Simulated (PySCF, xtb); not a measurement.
C2H7NOSi2, SMILES N[Si@]1(O)C=C[SiH2]1.

GFN2-xTB (xtb) at its own geometry gives an orbital gap of 3.21 eV and a dipole moment of 0.69 D.

Geometry: B3LYP-D3(BJ)/def2-SVP. The structure was generated by enumeration; whether it is a known compound was not checked. The values are those of a single conformer.

Task: What does PBE0/def2-TZVP (PySCF) give? (The exact figures need the calculation; the answer reports its results.)

Result: gap 6.22 eV (levels -6.90 and -0.68 eV), dipole 1.36 D.
